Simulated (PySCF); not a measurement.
Species: sum formula BNH3Br2, net charge 1, singlet state. It need not be the lowest isomer of its formula. 
Coordinates optimised at B3LYP-D3(BJ)/def2-TZVP (Ansatz):
```
N
H 1 1.0239
H 1 1.0259 2 108.13
H 1 1.0259 2 108.13 3 114.43
B 1 1.5691 2 112.60 3 -122.78
Br 5 1.8639 1 116.34 2 0.00
Br 5 1.8660 1 115.42 2 -180.00
```
Charge +1, spin multiplicity 1.

Dispersion corrections to the total energy (kcal/mol) from the dftd3 and dftd4 libraries through PySCF: D3(BJ) without and D4 with the three-body term, each with the damping fitted for the functional named.

```tsv
functional	D3(BJ)	D4
TPSS	___	-5.24
PBE0	-3.73	-3.27
LC-wPBE	___	-4.38
BP86	-7.43	-5.38
TPSSh	___	-4.72
B2GP-PLYP	-3.63	-1.64
BHLYP	-6.41	-5.29
```

Q: Fill in the missing entries.

A: 
- TPSS, D3(BJ): -5.39
- LC-wPBE, D3(BJ): -4.27
- TPSSh, D3(BJ): -5.02
